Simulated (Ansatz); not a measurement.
`C[N]([SiH3])[AlH][F]` + H₂Se → `[F][AlH][SeH]` + `CN[SiH3]`  (ligand exchange at the Al–N bond)

Program: Ansatz. Geometries: PBE0-D4/def2-TZVP. ΔE: electronic, gas phase. CCSD(T)/CBS adds triple-zeta CCSD(T) − MP2 to the extrapolated MP2 energy (def2 sets, frozen cores). DFT in def2-TZVPP. For Se outer-core shells are correlated without core-valence functions, which leaves a few kJ/mol of doubt a bond. Scalar relativity is left out up to krypton. One conformer a species, not always the lowest.

```
               species  PBE-D4 energy (Eh)
`C[N]([SiH3])[AlH][F]`          -728.54215
                  H₂Se         -2402.38459
       `[F][AlH][SeH]`         -2744.60264
            `CN[SiH3]`          -386.33394
```

Work out ΔE.

ΔE = (-2744.60264) + (-386.33394) − (-728.54215) − (-2402.38459) = -0.00984 Eh = -25.8 kJ/mol. CCSD(T)/CBS gives -22.5 kJ/mol.

Largest T1 diagnostic among the species: 0.012.

The D4 term adds +6.4 kJ/mol with B3LYP and +3.6 kJ/mol with PBE0; it sums over pairs of atoms, weighted by their polarisabilities, and B3LYP, whose exchange is more repulsive, gets the larger term. In def2-TZVPP, CCSD(T) changes the Hartree–Fock value by +14.0 kJ/mol (the triples alone add +1.7 kJ/mol) and MP2 by +12.6 kJ/mol.

B3LYP here is the variant with VWN-RPA as its local correlation; programs differ in this.
